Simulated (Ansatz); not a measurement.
`Cc1ccncc1C` at its PBE0-D4/def2-TZVP geometry, where that method's forces vanish. The species carries charge 0 and has multiplicity 1.

```tsv
atom	x (Å)	y (Å)	z (Å)
C1	1.491	-0.696	1.045
C2	0.321	-0.552	0.127
C3	-0.193	-1.642	-0.561
C4	-1.279	-1.473	-1.405
N5	-1.872	-0.303	-1.601
C6	-1.377	0.737	-0.942
C7	-0.295	0.688	-0.071
C8	0.182	1.923	0.622
H9	2.327	-0.068	0.722
H10	1.838	-1.729	1.084
H11	1.237	-0.383	2.062
H12	0.251	-2.624	-0.440
H13	-1.689	-2.320	-1.948
H14	-1.874	1.691	-1.113
H15	-0.421	2.787	0.335
H16	0.127	1.821	1.710
H17	1.225	2.145	0.377
```

Question: For each bond, give half the difference of the two atoms' forces along it (eV/Å; positive pushes the atoms apart) under PBE-D4, r2SCAN-D4, B3LYP-D4, ωB97M-V in def2-TZVPP. (An estimate is asked.)

Answer: The calculation gave: 
| bond | length (Å) | PBE-D4 | r2SCAN-D4 | B3LYP-D4 | ωB97M-V |
| --- | --- | --- | --- | --- | --- |
| C1–C2 | 1.494 | -0.15 | -0.01 | 0.12 | 0.24 |
| C1–H10 | 1.090 | 0.11 | -0.04 | -0.07 | -0.07 |
| C1–H11 | 1.094 | 0.12 | -0.02 | -0.06 | -0.10 |
| C2–C3 | 1.388 | 0.13 | 0.08 | 0.04 | -0.03 |
| C3–C4 | 1.386 | 0.04 | 0.03 | 0.09 | 0.04 |
| C3–H12 | 1.085 | 0.02 | -0.08 | -0.13 | -0.09 |
| C4–N5 | 1.326 | 0.34 | 0.20 | 0.15 | 0.09 |
| C4–H13 | 1.087 | -0.03 | -0.10 | -0.19 | -0.12 |
| N5–C6 | 1.327 | 0.27 | 0.17 | 0.14 | 0.14 |
| C6–H14 | 1.088 | -0.01 | -0.10 | -0.19 | -0.11 |
| C7–C8 | 1.495 | -0.16 | 0.00 | 0.13 | 0.25 |
| C8–H15 | 1.091 | 0.11 | -0.03 | -0.07 | -0.07 |
| C8–H16 | 1.094 | 0.12 | -0.02 | -0.06 | -0.10 |
| C8–H17 | 1.094 | 0.12 | -0.02 | -0.06 | -0.10 |

B3LYP here is the variant with VWN-RPA as its local correlation; programs differ in this.

Results of the Gaussian-basis code of Ansatz.
